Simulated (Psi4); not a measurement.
formic acid (CH2O2), singlet, at a GFN2-xTB geometry. Base run: BLYP/6-31G run with Psi4.

Psi4 was given this input:
```
memory 2 GB

molecule {
0 1
  O    -1.01613456   -0.43506422    0.00008010
  C    -0.00172708    0.41293984   -0.00731108
  O     1.15287091    0.11408067    0.00661676
  H    -0.69904529   -1.35443854    0.01870322
  H    -0.38448302    1.44466792   -0.02841162
}

set basis 6-31g

energy('blyp')
print_variables()
```

Each row names what was changed in the base input (with any setting that the change needs).

```tsv
change	E (Eh)	SCF-reference dipole (D)
base	-189.65141	1.47
functional = m11	-189.60003	1.52
functional = tpss	-189.70795	1.49
functional = wb97x	-189.63011	1.50
functional = tpssh	-189.68252	1.49
functional = bhhlyp	-189.57318	1.50
functional = pw6b95	-189.89377	1.48
functional = m06	-189.59064	1.50
functional = hse06	-189.49271	1.50
functional = b2plyp	-189.45748	-
functional = b3lyp5	-189.59248	1.48
functional = pbe	-189.48414	1.49
functional = cam-b3lyp	-189.60888	1.48
```

Absolute energies of different levels of theory aren't comparable as measures of quality.
